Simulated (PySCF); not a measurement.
PySCF input file for Ge(SiH3)2 (GeH₆Si₂), SMILES [SiH3][Ge][SiH3] (connectivity only; charge and spin as stated), neutral, multiplicity 1, PBE-D3(BJ)/def2-SVP. Coordinates come from a PBE-D3(BJ)/def2-SVP optimisation. The structure was generated by enumeration; whether it is a known compound was not checked.

```python
import numpy as np
from pyscf import gto, scf, dft, df
from pyscf.hessian import thermo

mol = gto.M(
    atom='''
    Ge    0.00000001   -0.00000000    0.94789534
    Si   -1.70110657   -0.01102901   -0.82512758
    H    -1.85492042    1.48195534   -1.05277971
    H    -1.33041913   -0.62791652   -2.15218752
    H    -3.05011698   -0.54124339   -0.40957185
    Si    1.70110656    0.01102901   -0.82512760
    H     1.85492040   -1.48195534   -1.05277974
    H     1.33041910    0.62791652   -2.15218754
    H     3.05011698    0.54124340   -0.40957189
    ''',
    basis='def2-SVP',
    charge=0,
    spin=0,
    max_memory=1600,
    verbose=3,
)
mf = dft.RKS(mol, xc='pbe').density_fit(auxbasis='def2-universal-jkfit')
mf.disp = 'd3bj'
mf.grids.level = 3
mf.conv_tol = 1e-11
mf.max_cycle = 100
mf.kernel()

# analytic Hessian; the response equations are solved on a coarser grid
h, args, fine = mf.Hessian(), (mf.mo_energy, mf.mo_coeff, mf.mo_occ), mf.grids
h.max_memory = max(150, 2.5e-5 * df.make_auxmol(mol, mf.with_df.auxbasis).nao * mol.nelec[0] * (mol.nelec[0] + mol.nao))  # MB; small integral blocks
h1ao = h.make_h1(mf.mo_coeff, mf.mo_occ)
mf.grids = dft.Grids(mol).set(level=1).build(with_non0tab=True)
mo1, mo_e1 = h.solve_mo1(*args, h1ao)
mf.grids = fine
hess = h.hess_elec(*args, mo1, mo_e1, h1ao) + h.hess_nuc()
if mf.do_disp():
    hess += h.get_dispersion()
for i in range(mol.natm):  # the analytic DFT Hessian lacks the response of the grid: restore translational invariance
    hess[i, i] -= hess[i].sum(axis=0)
hess = (hess + hess.transpose(1, 0, 3, 2)) / 2
vib = thermo.harmonic_analysis(mol, hess, imaginary_freq=False)
thermo.dump_normal_mode(mol, vib)
th = thermo.thermo(mf, vib['freq_au'][vib['freq_au'] > 0], 298.15, 101325)
thermo.dump_thermo(mol, th)
g0 = mf.nuc_grad_method().set(verbose=0).kernel()

# dipole derivatives [dipole axis, atom, xyz] from the same response
r, irp = mol.intor('int1e_r'), mol.intor('int1e_irp').reshape(3, 3, mol.nao, mol.nao)
sl, dm0, ok = mol.aoslice_by_atom(), np.array(mf.make_rdm1()), []
dmu = np.einsum('a,xt->xat', mol.atom_charges(), np.eye(3))
for a, (_, _, p0, p1) in enumerate(sl):
    dmu[:, a] += 2 * np.einsum('xtij,ij->xt', irp[:, :, :, p0:p1], dm0.reshape(-1, mol.nao, mol.nao).sum(0)[:, p0:p1])
    for u, c, occ, f in [(mo1, mf.mo_coeff, mf.mo_occ, 4)]:
        dmu[:, a] -= f * np.einsum('tui,xuv,vi->xt', u[a], r, c[:, occ > 0], optimize=True)
L = vib['norm_mode']
ir = 974.8801 * (np.einsum('xat,kat->kx', dmu, L) ** 2).sum(1)       # km/mol
apt = np.einsum('xax->a', dmu) / 3
print('mode   freq/cm-1   IR/(km/mol)')
for k, w in enumerate(vib['freq_wavenumber']):
    print(f'{k + 1:4d} {w:11.2f} {ir[k]:13.3f}')
print('max |gradient| / (hartree/bohr):', abs(g0).max())
print('APT charges:', apt.round(4))
```

It prints:

```
converged SCF energy = -2658.4827871136

WARN: DFTD3 does not support analytical Hessian, using finite difference


WARN: Mole.unit (angstrom) is changed to Bohr

Mode                                 0                   1                   2
Irrep
Freq [cm^-1]                       97.2915            104.0149            148.2181
Reduced mass [au]                   2.9731              1.0605              1.1737
Force const [Dyne/A]                0.0166              0.0068              0.0152
Char temp [K]                     139.9808            149.6543            213.2529
Normal mode                   x     y     z       x     y     z       x     y     z
       0  Ge                 0.00 -0.00  0.04   -0.00  0.02  0.00   -0.00  0.00 -0.01
       1  Si                 0.09 -0.00 -0.05    0.00 -0.02 -0.00   -0.05 -0.01  0.01
       2   H                 0.19 -0.02 -0.21   -0.31 -0.01  0.30    0.08 -0.06 -0.37
       3   H                 0.17 -0.15  0.04    0.08  0.32 -0.14   -0.12 -0.39  0.17
       4   H                 0.02  0.10 -0.12    0.12 -0.37 -0.06   -0.09  0.21  0.16
       5  Si                -0.09  0.00 -0.05    0.00 -0.02  0.00    0.05  0.01  0.01
       6   H                -0.19  0.02 -0.21   -0.31 -0.01 -0.30   -0.08  0.06 -0.37
       7   H                -0.17  0.15  0.04    0.08  0.32  0.14    0.12  0.39  0.17
       8   H                -0.02 -0.10 -0.12    0.12 -0.37  0.06    0.09 -0.21  0.16
Mode                                 3                   4                   5
Irrep
Freq [cm^-1]                      228.4524            275.1571            343.8304
Reduced mass [au]                   1.5237              2.5731              2.8966
Force const [Dyne/A]                0.0469              0.1148              0.2018
Char temp [K]                     328.6921            395.8899            494.6954
Normal mode                   x     y     z       x     y     z       x     y     z
       0  Ge                -0.04  0.01 -0.00    0.00 -0.00 -0.05   -0.05 -0.01  0.00
       1  Si                 0.04 -0.03  0.04    0.06 -0.03  0.06    0.06  0.02  0.07
       2   H                 0.35  0.06  0.33    0.31  0.02  0.16   -0.15 -0.04 -0.14
       3   H                -0.10  0.17 -0.09   -0.10 -0.01  0.01    0.17 -0.13  0.17
       4   H                -0.07  0.20 -0.03   -0.02  0.21  0.09    0.13 -0.14  0.10
       5  Si                 0.04 -0.03 -0.04   -0.06  0.03  0.06    0.06  0.02 -0.07
       6   H                 0.35  0.06 -0.33   -0.31 -0.02  0.16   -0.15 -0.04  0.14
       7   H                -0.10  0.17  0.09    0.10  0.01  0.01    0.17 -0.13 -0.17
       8   H                -0.07  0.20  0.03    0.02 -0.21  0.09    0.13 -0.14 -0.10
Mode                                 6                   7                   8
Irrep
Freq [cm^-1]                      364.2488            447.6006            510.7411
Reduced mass [au]                   1.6011              1.1037              1.1785
Force const [Dyne/A]                0.1252              0.1303              0.1811
Char temp [K]                     524.0730            643.9976            734.8428
Normal mode                   x     y     z       x     y     z       x     y     z
       0  Ge                 0.00  0.00  0.03   -0.01 -0.00  0.00    0.00  0.00  0.02
       1  Si                -0.05 -0.04 -0.04    0.02  0.01 -0.03    0.03  0.00 -0.03
       2   H                 0.30  0.05  0.20   -0.10 -0.00  0.04   -0.13 -0.00  0.04
       3   H                -0.18  0.11 -0.14   -0.41 -0.05 -0.12   -0.43 -0.02 -0.15
       4   H                -0.18  0.25 -0.12    0.17  0.01  0.47    0.17 -0.01  0.41
       5  Si                 0.05  0.04 -0.04    0.02  0.01  0.03   -0.03 -0.00 -0.03
       6   H                -0.30 -0.05  0.20   -0.10 -0.00 -0.04    0.13  0.00  0.04
       7   H                 0.18 -0.11 -0.14   -0.41 -0.05  0.12    0.43  0.02 -0.15
       8   H                 0.18 -0.25 -0.12    0.17  0.01 -0.47   -0.17  0.01  0.41
Mode                                 9                  10                  11
Irrep
Freq [cm^-1]                      789.6336            815.5961            864.7499
Reduced mass [au]                   1.0950              1.0964              1.0340
Force const [Dyne/A]                0.4023              0.4297              0.4556
Char temp [K]                    1136.1069           1173.4612           1244.1825
Normal mode                   x     y     z       x     y     z       x     y     z
       0  Ge                 0.00  0.00 -0.00   -0.00  0.00 -0.00    0.00  0.00 -0.00
       1  Si                -0.03  0.01 -0.03    0.02 -0.01  0.03    0.02 -0.00 -0.01
       2   H                 0.26  0.08  0.33   -0.26 -0.08 -0.34   -0.38  0.01  0.35
       3   H                 0.29 -0.22  0.19   -0.20  0.27 -0.18   -0.01 -0.28  0.12
       4   H                 0.14 -0.16  0.25   -0.16  0.21 -0.23   -0.14  0.30 -0.11
       5  Si                -0.03  0.01  0.03   -0.02  0.01  0.03    0.02 -0.00  0.01
       6   H                 0.26  0.08 -0.33    0.26  0.08 -0.34   -0.38  0.01 -0.35
       7   H                 0.29 -0.22 -0.19    0.20 -0.27 -0.18   -0.01 -0.28 -0.12
       8   H                 0.14 -0.16 -0.25    0.16 -0.21 -0.23   -0.14  0.30  0.11
Mode                                12                  13                  14
Irrep
Freq [cm^-1]                      875.6715            908.7038            910.6850
Reduced mass [au]                   1.0323              1.0400              1.0360
Force const [Dyne/A]                0.4664              0.5060              0.5062
Char temp [K]                    1259.8963           1307.4224           1310.2729
Normal mode                   x     y     z       x     y     z       x     y     z
       0  Ge                -0.00 -0.00 -0.00   -0.00 -0.00  0.00   -0.00 -0.00 -0.00
       1  Si                 0.02  0.00 -0.01   -0.01 -0.02 -0.01   -0.01 -0.02 -0.01
       2   H                -0.38  0.02  0.34   -0.12 -0.03 -0.02   -0.13 -0.04 -0.09
       3   H                -0.02 -0.30  0.12    0.39  0.24 -0.01    0.37  0.29 -0.03
       4   H                -0.14  0.27 -0.14   -0.02  0.33  0.38   -0.04  0.34  0.34
       5  Si                -0.02 -0.00 -0.01    0.01  0.02 -0.01   -0.01 -0.02  0.01
       6   H                 0.38 -0.02  0.34    0.12  0.03 -0.02   -0.13 -0.04  0.09
       7   H                 0.02  0.30  0.12   -0.39 -0.24 -0.01    0.37  0.29  0.03
       8   H                 0.14 -0.27 -0.14    0.02 -0.33  0.38   -0.04  0.34 -0.34
Mode                                15                  16                  17
Irrep
Freq [cm^-1]                     2088.8156           2089.3739           2128.8960
Reduced mass [au]                   1.0314              1.0347              1.0409
Force const [Dyne/A]                2.6514              2.6613              2.7794
Char temp [K]                    3005.3406           3006.1438           3063.0074
Normal mode                   x     y     z       x     y     z       x     y     z
       0  Ge                -0.00  0.00 -0.00   -0.00  0.00  0.00    0.00 -0.00  0.00
       1  Si                -0.00  0.02 -0.01    0.00 -0.02  0.00    0.00 -0.02 -0.02
       2   H                 0.07 -0.66  0.10   -0.07  0.67 -0.10   -0.02  0.16 -0.04
       3   H                -0.05  0.07  0.13    0.03 -0.04 -0.07   -0.17  0.27  0.57
       4   H                 0.08  0.04 -0.04   -0.06 -0.04  0.03    0.15  0.06 -0.06
       5  Si                -0.00  0.02  0.01   -0.00  0.02  0.00    0.00 -0.02  0.02
       6   H                 0.07 -0.66 -0.10    0.07 -0.67 -0.10   -0.02  0.16  0.04
       7   H                -0.05  0.07 -0.13   -0.03  0.04 -0.07   -0.17  0.26 -0.57
       8   H                 0.08  0.04  0.04    0.06  0.04  0.03    0.15  0.06  0.06
Mode                                18                  19                  20
Irrep
Freq [cm^-1]                     2130.0596           2145.7019           2148.6141
Reduced mass [au]                   1.0365              1.0474              1.0489
Force const [Dyne/A]                2.7707              2.8413              2.8531
Char temp [K]                    3064.6816           3087.1873           3091.3773
Normal mode                   x     y     z       x     y     z       x     y     z
       0  Ge                -0.00  0.00  0.00    0.00  0.00 -0.00    0.00  0.00  0.00
       1  Si                -0.00 -0.02 -0.02    0.02  0.01 -0.01   -0.02 -0.00  0.01
       2   H                -0.01  0.09 -0.02    0.01 -0.05  0.00   -0.01  0.03 -0.00
       3   H                -0.16  0.26  0.55   -0.04  0.08  0.16    0.06 -0.12 -0.24
       4   H                 0.24  0.09 -0.08   -0.59 -0.24  0.19    0.57  0.22 -0.18
       5  Si                 0.00  0.02 -0.02    0.02  0.01  0.01    0.02  0.00  0.01
       6   H                 0.01 -0.09 -0.02    0.01 -0.05 -0.00    0.01 -0.03 -0.00
       7   H                 0.16 -0.26  0.55   -0.04  0.08 -0.16   -0.06  0.12 -0.24
       8   H                -0.24 -0.09 -0.08   -0.59 -0.24 -0.19   -0.57 -0.22 -0.18
temperature 298.1500 [K]
pressure 101325.00 [Pa]
Rotational constants [GHz] 4.22862 2.55729 1.65427
Symmetry number 2
Zero-point energy (ZPE) 0.04651 [Eh]   122115.132 [J/mol]
                           tot       elec      trans        rot        vib
Entropy [J/mol/K]       352.655      0.000    169.909    108.409     74.337
Cv [J/mol/K]            102.100      0.000     12.472     12.472     77.156
Cp [J/mol/K]            110.414      0.000     20.786     12.472     77.156
Internal energy [J/mol]                      3718.434   3718.434 134353.698
Internal energy [Eh]   -2658.42878  -2658.48279
Enthalpy [J/mol]                             6197.391   3718.434 134353.698
Enthalpy [Eh]          -2658.42784
Gibbs free energy [J/mol]                  -44460.929 -28603.655 112190.000
Gibbs free energy [Eh] -2658.46789
mode   freq/cm-1   IR/(km/mol)
   1       97.29         1.144
   2      104.01         0.033
   3      148.22         0.010
   4      228.45        18.777
   5      275.16         6.187
   6      343.83         9.778
   7      364.25         1.009
   8      447.60         5.190
   9      510.74         0.575
  10      789.63       277.760
  11      815.60       113.458
  12      864.75        65.926
  13      875.67         6.517
  14      908.70        33.883
  15      910.68        72.027
  16     2088.82        73.571
  17     2089.37         5.722
  18     2128.90        70.101
  19     2130.06        67.154
  20     2145.70       187.331
  21     2148.61        31.352
max |gradient| / (hartree/bohr): 4.7186610531102527e-05
APT charges: [ 0.222   0.5345 -0.2002 -0.223  -0.2224  0.5345 -0.2002 -0.223  -0.2224]
```

The calculation finished and met its thresholds.

Cost: very roughly 80 core-seconds.
